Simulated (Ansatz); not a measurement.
Geometry optimisation, RKS r2SCAN-D4/def2-SVP (Ansatz).

input.yaml

```yaml
crystal:
  periodic: [false, false, false]
  atoms:
    - { symbol: Al, position_ang: [0.0, 0.0, 0.0] }
    - { symbol: H, position_ang: [0.0, 0.0, 1.91] }
    - { symbol: Cl, position_ang: [1.9312, 0.0, -1.115] }
    - { symbol: "N", position_ang: [-1.6627, 0.0, -0.96] }
    - { symbol: H, position_ang: [-2.3316, -0.8164, -0.8614] }
    - { symbol: H, position_ang: [-1.9118, 0.8164, -1.5886] }
    - { symbol: F, position_ang: [0.0892, 1.8864, 0.6275] }
    - { symbol: H, position_ang: [0.0478, 1.0118, 1.7645] }
basis:
  gaussian: { orbitals: def2-SVP }
hamiltonian:
  xc: r2scan
  dispersion: d4
relax:
  f_tol: 0.15
  max_steps: 25
  restrain:
    - { distance: [0, 6], at: 1.69, k: 30.0 }
    - { distance: [7, 1], at: 0.66, k: 30.0 }
    - { distance: [0, 1], at: 2.76, k: 30.0 }
    - { distance: [7, 6], at: 2.12, k: 30.0 }
```

Command:

```bash
$ ansatz run input.yaml --threads 2 --pin off --max-ram 3072MiB --backend cpu --events-out ev --progress --plain --runs-dir out
```

Task: Where does it end, and by what steps?

Result: It converged. The restraints hold the end off the free minimum. After 9 steps the energy has fallen by 2.548 eV (the restraints' own energy left out); H6 moved furthest, 0.94 Å. Joined: H2–H8 (1.02 → 0.72 Å).

```csv
step,energy less start (eV),largest force component (eV/Å),accepted
0,0.0000,3.911,yes
1,-0.8531,4.554,yes
2,-1.6075,3.199,yes
3,-2.0171,2.337,yes
4,-2.2558,1.412,yes
5,-2.2920,1.431,yes
6,-2.3991,1.547,yes
7,-2.5177,1.512,yes
8,-2.5388,1.473,yes
9,-2.5483,1.606,yes
```

```xyz
8
Properties=species:S:1:pos:R:3
Al 0.010 0.587 -0.473
H -0.016 0.143 2.248
Cl 1.719 -0.547 -0.873
N -1.575 0.059 -0.999
H -1.776 -0.803 -1.498
H -2.431 0.580 -0.847
F 0.180 2.082 0.265
H 0.051 0.797 1.955
```

Run time: 31 s on 2 threads of Arm Neoverse V1, with other jobs on the host, peak memory 0.16 GiB.
